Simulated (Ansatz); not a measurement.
Relaxation of CH5FO2Si2 (11 atoms, charge 0, multiplicity 1), to a largest force component of 0.015 eV/Å in at most 40 steps.

These are results of RKS PBE0-D4/STO-3G in Ansatz, not measurements.

```xyz
11
Properties=species:S:1:pos:R:3
O -0.772 -1.465 -0.365
C -0.193 -0.376 -0.435
Si 0.293 0.241 -2.166
O 0.252 0.405 0.619
Si -0.194 -0.011 2.167
F -1.823 -0.055 2.166
H -0.215 1.591 -2.431
H -0.081 -0.647 -3.257
H 1.812 0.380 -2.215
H 0.221 1.033 3.141
H 0.274 -1.371 2.597
```

Q: Where does it end, and by what steps?

A: The forces met the threshold. Limits of this set-up: minimal basis. After 13 steps the energy has fallen by 0.582 eV; O1 moved furthest, 0.52 Å.

```csv
step,energy less start (eV),largest force component (eV/Å),accepted
0,0.0000,2.777,yes
1,-0.4220,0.981,yes
2,-0.4957,0.934,yes
3,-0.5366,0.597,yes
4,-0.5030,2.658,no
5,-0.5583,0.087,yes
6,-0.5677,0.368,yes
7,-0.5735,0.411,yes
8,-0.5773,0.179,yes
9,-0.5802,0.099,yes
10,-0.5810,0.096,yes
11,-0.5818,0.072,yes
12,-0.5820,0.015,yes
13,-0.5820,0.011,yes
```

```xyz
11
Properties=species:S:1:pos:R:3
O -0.768 -1.163 0.054
C -0.099 -0.175 -0.391
Si 0.376 0.249 -2.175
O 0.322 0.689 0.597
Si -0.306 -0.148 2.039
F -1.936 -0.203 2.161
H -0.188 1.535 -2.509
H -0.151 -0.772 -3.046
H 1.815 0.300 -2.272
H 0.126 0.807 3.042
H 0.379 -1.394 2.319
```

Time of the run: 36 s on 1 thread of Intel(R) Xeon(R) 6975P-C (Granite Rapids) (shared host), peak memory 0.17 GiB.
